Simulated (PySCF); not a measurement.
silene (CH4Si), SMILES [SiH2]=C.

Coordinates come from a B3LYP-D3(BJ)/def2-TZVP optimisation.

Two levels are set side by side: TDDFT-PBE/def2-TZVPD (PySCF) and TDDFT-B3LYP/def2-TZVPD (PySCF). Vertical, same geometry. The lowest singlet is HOMO→LUMO 97 % with PBE and HOMO→LUMO 98 % with the other functional; states are paired by order. Differences are taken from unrounded values.

```csv
quantity,TDDFT-PBE
lowest singlet excitation (eV),4.99
lowest triplet excitation (TDA) (eV),2.66
first bright state (f over 0.05) (eV),4.99
its oscillator strength,0.22
```

Task: These are the TDDFT-PBE values. What does TDDFT-B3LYP give? (Estimate from the structure and the level; the computed values follow.)

Result: 
```csv
quantity,TDDFT-B3LYP,TDDFT-PBE minus TDDFT-B3LYP
lowest singlet excitation (eV),5.00,-0.01
lowest triplet excitation (TDA) (eV),2.67,-0.01
first bright state (f over 0.05) (eV),5.00,-0.01
its oscillator strength,0.24,-0.02
```

Rough cost on one machine, each run with all the roots and properties that it gave: TDDFT-B3LYP against TDDFT-PBE about 2 times.
